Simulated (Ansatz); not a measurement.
tellurium hexafluoride (F$_{6}$Te), singlet, geometry from GFN2-xTB (all electrons, no relativity). Base run: PBE/STO-3G (Ansatz, an electronic-structure program).

Ansatz was given this input:
Ansatz 0.2 input:
```yaml
crystal:
  periodic: [false, false, false]
  atoms:
    - {symbol: F, position_ang: [-0.45314588, -1.29290688, -1.28881114]}
    - {symbol: Te, position_ang: [-0.00000000, 0.00000000, -0.00000000]}
    - {symbol: F, position_ang: [1.81854678, -0.20347278, -0.43528149]}
    - {symbol: F, position_ang: [0.15978096, -1.35091604, 1.29903018]}
    - {symbol: F, position_ang: [-0.15978096, 1.35091604, -1.29903018]}
    - {symbol: F, position_ang: [0.45314588, 1.29290688, 1.28881114]}
    - {symbol: F, position_ang: [-1.81854678, 0.20347278, 0.43528149]}
basis:
  gaussian:
    orbitals: STO-3G
hamiltonian:
  xc: pbe
```

The base run was repeated with changes; each row names its change, and settings that it needs were set with it.

| change | E (Eh) |
|---|---|
| base | -7138.10169 |
| functional = lc_wpbe | -7138.26844 |
| functional = pbe; dispersion = d4 | -7138.10812 |
| functional = b3lyp | -7139.23450 |
| functional = pbe0; dispersion = d4 | -7138.53470 |
| functional = wB97M-V | -7139.42821 |
| functional = b3lyp5 | -7138.81692 |
| functional = B97M-V | -7138.97728 |
| functional = blyp; dispersion = d3bjatm | -7138.99275 |
| functional = pbe0 | -7138.52933 |
| functional = r2scan | -7139.35105 |
| functional = hf | -7134.99990 |
| functional = wB97X-V | -7138.83795 |

Absolute energies of different levels of theory aren't comparable as measures of quality.
